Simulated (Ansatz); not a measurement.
**Molecular dynamics of CH$_{7}$FGe**

input.yaml

```yaml
crystal:
  periodic: [false, false, false]
  atoms:
    - { symbol: Ge, position_ang: [0.022804, -0.260563, -0.034174] }
    - { symbol: C, position_ang: [0.06295, -0.028663, 2.279073] }
    - { symbol: H, position_ang: [-1.021951, 0.039137, 2.434998] }
    - { symbol: H, position_ang: [0.493079, -0.539239, 3.16326] }
    - { symbol: H, position_ang: [0.507889, 0.974444, 2.240871] }
    - { symbol: H, position_ang: [1.351005, 0.127628, -0.699103] }
    - { symbol: H, position_ang: [-0.832626, 1.040865, 0.067612] }
    - { symbol: H, position_ang: [-0.873999, -1.284227, -0.75199] }
    - { symbol: F, position_ang: [0.962772, -1.911218, 0.841001] }
    - { symbol: H, position_ang: [0.574277, -1.078066, 1.63565] }
basis:
  gaussian: { orbitals: def2-SVP }
hamiltonian:
  xc: b3lyp
md:
  timestep: 0.5
  n_steps: 200
  ensemble: nve
  temperature: 300.0
  initial_velocities: maxwell_boltzmann
  seed: 2474
```

Run as:

```bash
$ ansatz run input.yaml --threads 2 --pin off --max-ram 3072MiB --backend cpu --events-out ev --progress --plain --runs-dir out
```

It starts at the highest image of a converged band. Of that band: Neighbouring images differ by up to 1.9 eV, so the band resolves the path poorly. A vibrational analysis at the climbing image gives one clearly imaginary mode, 1159i cm⁻¹: a first-order saddle point.

Output, in part (one step line in 7, the closing report, with atoms numbered from 0):

```
md step     0: t =     0.00 fs  T =   300.0 K  F+E_penalty+E_count = -60375.67708364 eV  E_kin = 0.310224 eV  conserved = -60375.36685964 eV  (24 SCF iters)
md step     7: t =     3.50 fs  T =   168.5 K  F+E_penalty+E_count = -60375.54021587 eV  E_kin = 0.174204 eV  conserved = -60375.36601159 eV  (26 SCF iters)
md step    14: t =     7.00 fs  T =   132.2 K  F+E_penalty+E_count = -60375.50287361 eV  E_kin = 0.136714 eV  conserved = -60375.36615912 eV  (25 SCF iters)
md step    21: t =    10.50 fs  T =   191.8 K  F+E_penalty+E_count = -60375.56478997 eV  E_kin = 0.198304 eV  conserved = -60375.36648625 eV  (25 SCF iters)
md step    28: t =    14.00 fs  T =   230.2 K  F+E_penalty+E_count = -60375.60399428 eV  E_kin = 0.238015 eV  conserved = -60375.36597974 eV  (25 SCF iters)
md step    35: t =    17.50 fs  T =   425.5 K  F+E_penalty+E_count = -60375.80680287 eV  E_kin = 0.439988 eV  conserved = -60375.36681518 eV  (25 SCF iters)
md step    42: t =    21.00 fs  T =   571.3 K  F+E_penalty+E_count = -60375.95679701 eV  E_kin = 0.590755 eV  conserved = -60375.36604210 eV  (25 SCF iters)
md step    49: t =    24.50 fs  T =   753.4 K  F+E_penalty+E_count = -60376.14524040 eV  E_kin = 0.779086 eV  conserved = -60375.36615459 eV  (25 SCF iters)
md step    56: t =    28.00 fs  T =   908.1 K  F+E_penalty+E_count = -60376.30576270 eV  E_kin = 0.939059 eV  conserved = -60375.36670321 eV  (24 SCF iters)
md step    63: t =    31.50 fs  T =  1164.3 K  F+E_penalty+E_count = -60376.57181275 eV  E_kin = 1.204024 eV  conserved = -60375.36778898 eV  (24 SCF iters)
md step    70: t =    35.00 fs  T =  1357.6 K  F+E_penalty+E_count = -60376.77141418 eV  E_kin = 1.403861 eV  conserved = -60375.36755321 eV  (25 SCF iters)
md step    77: t =    38.50 fs  T =  1519.4 K  F+E_penalty+E_count = -60376.93762429 eV  E_kin = 1.571226 eV  conserved = -60375.36639784 eV  (25 SCF iters)
md step    84: t =    42.00 fs  T =  1608.2 K  F+E_penalty+E_count = -60377.02857803 eV  E_kin = 1.663053 eV  conserved = -60375.36552523 eV  (24 SCF iters)
md step    91: t =    45.50 fs  T =  1563.3 K  F+E_penalty+E_count = -60376.98257004 eV  E_kin = 1.616599 eV  conserved = -60375.36597104 eV  (25 SCF iters)
md step    98: t =    49.00 fs  T =  1473.1 K  F+E_penalty+E_count = -60376.89051844 eV  E_kin = 1.523334 eV  conserved = -60375.36718489 eV  (24 SCF iters)
md step   105: t =    52.50 fs  T =  1424.3 K  F+E_penalty+E_count = -60376.83968098 eV  E_kin = 1.472827 eV  conserved = -60375.36685434 eV  (25 SCF iters)
md step   112: t =    56.00 fs  T =  1599.0 K  F+E_penalty+E_count = -60377.02122728 eV  E_kin = 1.653488 eV  conserved = -60375.36773934 eV  (24 SCF iters)
md step   119: t =    59.50 fs  T =  1701.4 K  F+E_penalty+E_count = -60377.12698425 eV  E_kin = 1.759386 eV  conserved = -60375.36759857 eV  (24 SCF iters)
md step   126: t =    63.00 fs  T =  1685.1 K  F+E_penalty+E_count = -60377.10846790 eV  E_kin = 1.742568 eV  conserved = -60375.36589945 eV  (24 SCF iters)
md step   133: t =    66.50 fs  T =  1668.2 K  F+E_penalty+E_count = -60377.09045050 eV  E_kin = 1.725012 eV  conserved = -60375.36543853 eV  (24 SCF iters)
md step   140: t =    70.00 fs  T =  1602.6 K  F+E_penalty+E_count = -60377.02327240 eV  E_kin = 1.657222 eV  conserved = -60375.36605010 eV  (23 SCF iters)
md step   147: t =    73.50 fs  T =  1520.9 K  F+E_penalty+E_count = -60376.93989848 eV  E_kin = 1.572711 eV  conserved = -60375.36718767 eV  (24 SCF iters)
md step   154: t =    77.00 fs  T =  1488.4 K  F+E_penalty+E_count = -60376.90679833 eV  E_kin = 1.539150 eV  conserved = -60375.36764820 eV  (24 SCF iters)
md step   161: t =    80.50 fs  T =  1446.1 K  F+E_penalty+E_count = -60376.86275193 eV  E_kin = 1.495396 eV  conserved = -60375.36735625 eV  (24 SCF iters)
md step   168: t =    84.00 fs  T =  1359.1 K  F+E_penalty+E_count = -60376.77237826 eV  E_kin = 1.405394 eV  conserved = -60375.36698403 eV  (24 SCF iters)
md step   175: t =    87.50 fs  T =  1339.4 K  F+E_penalty+E_count = -60376.75093139 eV  E_kin = 1.385078 eV  conserved = -60375.36585353 eV  (24 SCF iters)
md step   182: t =    91.00 fs  T =  1443.4 K  F+E_penalty+E_count = -60376.85770130 eV  E_kin = 1.492565 eV  conserved = -60375.36513673 eV  (24 SCF iters)
md step   189: t =    94.50 fs  T =  1587.0 K  F+E_penalty+E_count = -60377.00747896 eV  E_kin = 1.641086 eV  conserved = -60375.36639283 eV  (24 SCF iters)
md step   196: t =    98.00 fs  T =  1647.4 K  F+E_penalty+E_count = -60377.07113339 eV  E_kin = 1.703579 eV  conserved = -60375.36755477 eV  (24 SCF iters)
md step   200: t =   100.00 fs  T =  1649.6 K  F+E_penalty+E_count = -60377.07210555 eV  E_kin = 1.705832 eV  conserved = -60375.36627346 eV  (24 SCF iters)
Total energy: -60377.07237272 eV, -2218.8164846478 hartree
Atom 0 at    -0.194970     0.099050    -0.007293 Å, force    -0.248956     0.561554    -0.670393 eV/Å
Atom 1 at    -0.446168     0.848697     1.798322 Å, force    -0.174452     0.635498     0.139742 eV/Å
Atom 2 at    -1.440038     1.334102     1.923401 Å, force     0.070146    -0.729169     0.058390 eV/Å
Atom 3 at    -0.234264     0.046478     2.529991 Å, force    -0.350939     0.302030     0.054700 eV/Å
Atom 4 at     0.226280     1.707161     2.004573 Å, force     0.297460    -0.449115    -0.249569 eV/Å
Atom 5 at     1.175970    -0.626839    -0.016840 Å, force    -0.204312    -0.068418    -0.129076 eV/Å
Atom 6 at    -0.166698     1.289707    -1.069476 Å, force     0.062493    -0.533781     0.442833 eV/Å
Atom 7 at    -1.389985    -0.833098    -0.480115 Å, force     0.561745     0.252200     0.356891 eV/Å
Atom 8 at     2.103139    -3.790978     1.169862 Å, force    -0.522066     2.153508     1.032406 eV/Å
Atom 9 at     2.291106    -4.573722     0.793131 Å, force     0.508881    -2.124308    -1.035923 eV/Å
Dipole moment:     0.085169    -0.323157     0.006744 e Å
```

The run went to its last step. The conserved energy stayed within 0.19 meV per atom of its start (net change 0.059 meV per atom), so the integration is sound. The kinetic energy rose, since the run started high on the potential surface and went downhill. It ends in pieces (CH6Ge + FH), so much of that is their flight and rotation, not heat. A run of 0.1 ps of so small a system gives no equilibrium averages. The orbitals stay closed-shell, which can raise the energy where a bond breaks towards radicals; this wasn't checked here.

Between its relaxed ends the band would form Ge1–F9, C2–H10 and break Ge1–C2, F9–H10. These pairs go: Ge1–F9 2.09 → 4.67 Å, C2–H10 1.33 → 6.16 Å, Ge1–C2 2.33 → 1.97 Å, F9–H10 1.22 → 0.89 Å. In the last frame they stand as before the step (other bonds may differ from the relaxed reactants and products). It ends as CH6Ge + FH. Pairs count as bonded within 1.25 times the sum of covalent radii (0.12 Å more for H–H).

Last frame:

```xyz
10
Properties=species:S:1:pos:R:3
Ge -0.195 0.099 -0.007
C -0.446 0.849 1.798
H -1.440 1.334 1.923
H -0.234 0.046 2.530
H 0.226 1.707 2.005
H 1.176 -0.627 -0.017
H -0.167 1.290 -1.069
H -1.390 -0.833 -0.480
F 2.103 -3.791 1.170
H 2.291 -4.574 0.793
```

Run time: 5.6 min on 2 threads of Arm Neoverse V2, with other jobs on the host, peak memory 0.2 GiB.
